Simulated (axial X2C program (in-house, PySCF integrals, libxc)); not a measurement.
## Spin–orbit effects along a row: molecules with Cu, HF

Calculated with an axial X2C code built on PySCF integrals, spin-free (one-electron X2C) or two-component (2c: spin–orbit coupling with atomic mean-field Coulomb and Gaunt terms, which also bring small scalar terms), in Dyall basis sets with cores contracted in-house; open shells are unrestricted.

Basis sets: B dyall-v3z, Be dyall-cv3z, C dyall-v3z, Cu dyall-cv3z, Cu dyall-v3z, F dyall-v3z, Li dyall-cv3z.

| molecule | spin-free state | Re (Å) | ωe (cm⁻¹) | De (eV) | 2c state | Re 2c (Å) | ωe 2c (cm⁻¹) | De 2c (eV) |
| --- | --- | --- | --- | --- | --- | --- | --- | --- |
| LiCu | M_S = 0, Λ = 0 | 2.471 | 318.4 | n/a | Ω = 0 | 2.472 | 318.3 | n/a |
| BeCu | M_S = 1/2, Λ = 0 | 2.291 | 322.6 | n/a | Ω = 1/2 | 2.292 | 322.2 | n/a |
| CuB | M_S = 0, Λ = 0 | 2.136 | 401.6 | n/a | Ω = 0 | 2.137 | 401.3 | n/a |
| CuC | M_S = 3/2, Λ = 0 | 1.933 | 523.0 | n/a | Ω = 3/2 | 1.933 | 522.6 | n/a |
| CuF | M_S = 0, Λ = 0 | 1.804 | 572.9 | 2.31 | Ω = 0 | 1.804 | 572.6 | 2.30 |

(1) Work out the shifts from the spin-free to the two-component result.

Each entry is the lowest single determinant of a limited PBE0 search at one distance. De goes to single-determinant-based atoms at the same level (for ions the charge split of lowest energy) and is withheld (n/a) where an atom does not fit its ground term or J level. Main or longest-lived isotopes. One determinant is a doubtful description, or other states lie close, for BeCu, CuC; these need not be ground states, and all values refer to the states named. With several unpaired electrons the Ω given is that of one determinant, not necessarily of the lowest component.

Results:

(1) 

```
molecule  2c state  ΔRe (Å)  Δωe (cm⁻¹)  ΔDe (eV)
    LiCu     Ω = 0    0.001        -0.1       n/a
    BeCu   Ω = 1/2    0.001        -0.4       n/a
     CuB     Ω = 0    0.001        -0.3       n/a
     CuC   Ω = 3/2    0.000        -0.4       n/a
     CuF     Ω = 0    0.000        -0.3     -0.01
```

Shifts of one unit in the last digit are rounding.
